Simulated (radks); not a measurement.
Values are calculated unless marked as measured or tabulated.
Task: The mean radii <r> (bohr) of the occupied orbitals of an atom or ion are listed with their occupations. Level of theory: Dirac Kohn-Sham, SOGGA, spin-unpolarised, spherical densities, finite nucleus; Fermi nuclear charge, rms radius of each element as measured or else 0.836 A^(1/3) + 0.57 fm (a radial shooting solver on a logarithmic mesh with Libxc functionals).

| orbital | occ. | <r> |
|---|---|---|
| 1s1/2 | 2 | 0.01774 |
| 2s1/2 | 2 | 0.07428 |
| 2p1/2 | 2 | 0.06131 |
| 2p3/2 | 4 | 0.06950 |
| 3s1/2 | 2 | 0.1935 |
| 3p1/2 | 2 | 0.1835 |
| 3p3/2 | 4 | 0.1986 |
| 3d3/2 | 4 | 0.1735 |
| 3d5/2 | 6 | 0.1781 |
| 4s1/2 | 2 | 0.4319 |
| 4p1/2 | 2 | 0.4358 |
| 4p3/2 | 4 | 0.4694 |
| 4d3/2 | 4 | 0.4825 |
| 4d5/2 | 6 | 0.4939 |
| 5s1/2 | 2 | 1.007 |
| 5p1/2 | 2 | 1.100 |
| 4f5/2 | 6 | 0.5526 |
| 4f7/2 | 8 | 0.5608 |
| 5p3/2 | 4 | 1.200 |
| 5d3/2 | 2.4 | 1.664 |
| 5d5/2 | 3.6 | 1.720 |

Name the element and its charge. Open shells, if any, are shared by 2j + 1.

Result: Z = 76, osmium, charge +2: Os2+ in [Xe] 4f14 5d6. The 1s radius gives Z: for a bare nucleus <r> = (2 gamma + 1)/(2Z) with gamma = sqrt(1 - (Z/c)^2), 0.01753 bohr for Z = 76, and screening makes it slightly larger (0.01774 here). The occupations add up to 74, and the charge is Z minus that.
